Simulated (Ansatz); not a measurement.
The pair A = C2H2 (SMILES C#C) (first 4 atoms), B = C2H6 (SMILES CC); geometry from B3LYP-D3(BJ)/def2-TZVP.
(charge 0, multiplicity 1):
```xyz
12

C      0.422    -0.243    -0.581
C     -0.336     0.005     0.311
H      1.096    -0.464    -1.373
H     -1.006     0.225     1.106
C     -0.757     0.261     3.977
C      0.715    -0.142     3.954
H     -0.919     1.203     3.448
H     -1.118     0.398     4.999
H     -1.385    -0.500     3.510
H      1.073    -0.278     2.932
H      0.875    -1.081     4.488
H      1.340     0.618     4.426
```

Cores are frozen in the correlated methods. MP2 and its Hartree–Fock in aug-cc-pVTZ are density fitted.

The values were computed with Ansatz (Gaussian basis) for Hartree–Fock, density functionals and correlated methods. Values without a source in brackets are computed.

The counterpoise-corrected interaction energy is E(AB) − E(A in the pair's basis) − E(B in the pair's basis). Total energies (hartree):

| level | AB | A in the pair's basis | B in the pair's basis |
|---|---|---|---|
| HF/aug-cc-pVDZ | -156.0653646 | -76.8288843 | -79.2374420 |
| MP2/aug-cc-pVDZ | -156.6441032 | -77.0913139 | -79.5513990 |
| HF/aug-cc-pVTZ | -156.1099596 | -76.8506784 | -79.2602314 |
| MP2/aug-cc-pVTZ | -156.8009525 | -77.1638637 | -79.6353988 |
| CCSD(T)/aug-cc-pVDZ | -156.7187509 | -77.1197173 | -79.5977945 |

Q: Work out the counterpoise-corrected interaction energy at the basis-set limit: extrapolate the MP2 correlation part as X⁻³, take Hartree–Fock from the larger set, and add the CCSD(T) − MP2 difference of aug-cc-pVDZ.

A: 
1. Differences (1 hartree = 627.509 kcal/mol): HF/aug-cc-pVDZ 0.603; MP2/aug-cc-pVDZ -0.872; HF/aug-cc-pVTZ 0.596; MP2/aug-cc-pVTZ -1.060; CCSD(T)/aug-cc-pVDZ -0.778.
2. Correlation parts, MP2 less HF: -1.476 in aug-cc-pVDZ (X = 2), -1.657 in aug-cc-pVTZ (X = 3).
3. Limit (3³·(-1.657) − 2³·(-1.476))/(3³ − 2³) = -1.733; with HF/aug-cc-pVTZ it gives -1.137.
4. CCSD(T) less MP2 in aug-cc-pVDZ: 0.095.
Result: -1.04 kcal/mol, against -0.87 at MP2/aug-cc-pVDZ. It is an estimate of this method's limit, not of the exact value.

Ansatz is an electronic-structure program.
